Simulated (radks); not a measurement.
Excited configurations of Ir+: one electron is placed in a higher orbital outside [Xe] 4f14 5d7. The ground configuration is [Xe] 4f14 5d7 6s1. Calculated with a radial shooting solver on a logarithmic mesh with Libxc functionals: scalar-relativistic Kohn-Sham, LDA (Slater exchange, Perdew-Wang correlation), spin-polarised, spherical densities, finite nucleus; open shells are filled with parallel spins first (spin-orbit coupling, left out, can overturn this in heavy ions); Fermi nuclear charge, rms radius 5.4032 fm. Excitation = E - E(ground); binding = E(ion) - E, where the ion is the core of charge +2; n* = 2/sqrt(2 binding) in atomic units, and the quantum defect is n - n*.

outer orbital  excitation (eV)  binding (eV)  quantum defect  <r> (bohr)
5f                      14.775         3.650           1.139       8.150
6p                       6.767        11.658           3.839       3.457
6d                      12.673         5.753           2.924       5.915
6f                      15.955         2.470           1.306       14.01
7s                      11.405         7.020           4.216       6.118
7p                      13.070         5.355           3.812       7.587
7d                      15.034         3.391           2.994       11.19
7f                      16.667         1.758           1.436       21.31

The Delta-SCF ionisation energy is 18.425 eV (NIST Atomic Spectra Database: 17.0 eV, semi-empirical). Self-interaction in the functional shifts the binding energies and quantum defects, so they are the method's values and not measured ones. Open shells are spherical and high-spin; term and fine-structure splittings are not resolved. Spin-orbit splitting is averaged out at the scalar-relativistic level.
